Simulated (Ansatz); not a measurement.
Correlation energies of C$_{3}$H$_{9}$NZn (`[CH3][Zn][N](C)C`) by basis set

```tsv
atom	x (Å)	y (Å)	z (Å)
C1	2.745	-0.612	-1.098
Zn2	0.993	-0.223	-0.396
N3	-0.661	0.148	0.264
C4	-0.900	0.980	1.410
C5	-1.879	-0.363	-0.299
H6	2.760	-0.507	-2.185
H7	3.052	-1.629	-0.848
H8	3.484	0.078	-0.684
H9	-1.416	0.434	2.217
H10	0.035	1.365	1.827
H11	-1.530	1.851	1.165
H12	-2.444	-0.975	0.424
H13	-2.556	0.445	-0.625
H14	-1.684	-0.992	-1.172
```

Total charge 0; spin multiplicity 1. For Zn the d shell is correlated and the shells below it are frozen. Scalar relativity is left out up to krypton. All single points use the PBE0-D4/def2-TZVP geometry. It is one conformer, not always the lowest. Frozen core, restricted reference, Ansatz.

| basis | HF (Eh) | MP2 corr. | CCSD corr. | (T) | CCSD(T) total |
| --- | --- | --- | --- | --- | --- |
| def2-SVP | -1950.69732 | ? | -0.95057 | ? | ? |
| def2-TZVPP | -1951.13364 | -1.26830 | ? | ? | ? |
| def2-QZVPP | -1951.18405 | -1.35219 | – | – | – |

Q: Fill in the withheld values. (An estimate is asked.)

A: Computed: def2-SVP MP2 corr.: -0.91890; def2-SVP (T): -0.02764; def2-SVP CCSD(T) total: -1951.67553; def2-TZVPP CCSD corr.: -1.26100; def2-TZVPP (T): -0.04659; def2-TZVPP CCSD(T) total: -1952.44123.
